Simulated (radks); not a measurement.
Species: Sm0.5+. Configuration: [Xe] 4f4 5d1.5 6s2 (fractional occupations, a model configuration).

All-electron calculation, scalar-relativistic Kohn-Sham, BLYP, spin-unpolarised, spherical densities, finite nucleus; Fermi nuclear charge, rms radius 5.0819 fm. Program: a radial shooting solver on a logarithmic mesh with Libxc functionals.

Energy parts (eV):
part                      energy
total                 -283728.55
kinetic                303270.24
electron-nucleus      -689627.72
Hartree                109028.03
exchange-correlation    -6399.09

Orbitals (lengths in bohr, moments of r in powers of bohr; r(max) is where P^2 peaks; r(90%) holds 90 % of the orbital's charge):
1s: occ. 2; eigenvalue (eV) -46695.57; r(90%) 0.0411; <r^2> 0.0007049; <1/r> 68.81; r(max) 0.01449
2s: occ. 2; eigenvalue (eV) -7646.512; r(90%) 0.150; <r^2> 0.01111; <1/r> 15.93; r(max) 0.08216
2p: occ. 6; eigenvalue (eV) -6823.720; r(90%) 0.139; <r^2> 0.008917; <1/r> 14.95; r(max) 0.06635
3s: occ. 2; eigenvalue (eV) -1691.500; r(90%) 0.374; <r^2> 0.07429; <1/r> 5.827; r(max) 0.2337
3p: occ. 6; eigenvalue (eV) -1434.269; r(90%) 0.379; <r^2> 0.07438; <1/r> 5.493; r(max) 0.2291
3d: occ. 10; eigenvalue (eV) -1085.626; r(90%) 0.360; <r^2> 0.06278; <1/r> 5.213; r(max) 0.1877
4s: occ. 2; eigenvalue (eV) -351.1119; r(90%) 0.828; <r^2> 0.3759; <1/r> 2.457; r(max) 0.5386
4p: occ. 6; eigenvalue (eV) -266.2035; r(90%) 0.886; <r^2> 0.4232; <1/r> 2.264; r(max) 0.5616
4d: occ. 10; eigenvalue (eV) -146.9522; r(90%) 0.995; <r^2> 0.5099; <1/r> 1.995; r(max) 0.5847
4f: occ. 4; eigenvalue (eV) -18.2948; r(90%) 1.45; <r^2> 0.9467; <1/r> 1.489; r(max) 0.5950
5s: occ. 2; eigenvalue (eV) -54.0986; r(90%) 1.95; <r^2> 2.077; <1/r> 0.9777; r(max) 1.232
5p: occ. 6; eigenvalue (eV) -32.5252; r(90%) 2.29; <r^2> 2.795; <1/r> 0.8354; r(max) 1.382
5d: occ. 1.5; eigenvalue (eV) -7.2237; r(90%) 3.81; <r^2> 7.021; <1/r> 0.5381; r(max) 1.875
6s: occ. 2; eigenvalue (eV) -7.0821; r(90%) 5.40; <r^2> 15.48; <1/r> 0.3409; r(max) 3.220

The highest occupied level is 6s at -7.082 eV. The density falls to 0.001 e/bohr^3 at r = 5.05 bohr. The electron density at the nucleus is 5.571e+05 e/bohr^3 (large components only). Summed over all electrons, <r^2> = 75.89 bohr^2, which gives a Langevin (diamagnetic) susceptibility term of -60.1 x 10^-6 cm^3/mol.
